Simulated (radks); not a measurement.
The numbers below are computed, except where a source is named.
All-electron atom: neutral palladium in [Kr] 4d9.5 5s0.5 (fractional occupations, a model configuration). Level of theory: Dirac Kohn-Sham, PBEsol, spin-unpolarised, spherical densities, point nucleus; open shells fill j = l - 1/2 first (a radial shooting solver on a logarithmic mesh with Libxc functionals).

X-ray form factor f0, the Fourier transform of the density (f0(0) = 46):

sin(theta)/lambda (1/angstrom),f0 (electrons)
0.05,45.161
0.1,42.992
0.15,40.150
0.2,37.129
0.25,34.207
0.3,31.518
0.4,27.031
0.5,23.686
0.6,21.214
0.8,17.696
1,14.874
1.25,11.760
1.5,9.289
2,6.462
